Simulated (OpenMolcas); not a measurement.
An OpenMolcas run meant for Er⁴⁺ (ANO-R1, X2C; inactive shells 1s 2s 2p 3s 3p 3d 4s 4p 4d 5s 5p; intended active space 10 electrons in 7 orbitals (4f)). One step of its input:

```
&CASPT2
Multistate=30 1 2 3 4 5 6 7 8 9 10 11 12 13 14 15 16 17 18 19 20 21 22
23 24 25 26 27 28 29 30
Frozen=14 9
IPEA=0.25
Imaginary=5.0
MaxIter=60
WThr=0.0 0.3 0.05
PrWF=0.5
NoMix
```

The run finished. Its levels beside those of a sound run (SS-CASPT2, IPEA 0.25 Eh, imaginary shift 0.1 Eh (closed shells correlated: 5s 5p)), in cm-1 above each run's lowest level:

```csv
Level,This run,Usual run
4f10 5I8,0.0,0.0
4f10 5I7,6332,6335
4f10 5I6,10872,10866
4f10 5I5,14198,14183
4f10 5I4,16665,16643
4f10 5F5,24096,23283
```

Which setting is unsound, and how much does it matter here?

The level shift is far above the usual 0.1 to 0.3 hartree and damps the second-order energy. Against the sound run the excited levels shown move by 170 cm-1 on average and by 810 cm-1 at most.

CASPT2 breaks the degeneracy within a term, and the mean is taken; among the terms shown or strongly mixed into the levels shown the widest spread is 410 cm-1 (4f10 5I, the sound run). High states are left out of the spin-orbit mixing, which shifts the levels that they would mix with. The basis is small and was not contracted for so high a charge. Levels of configurations outside the active space are missing.
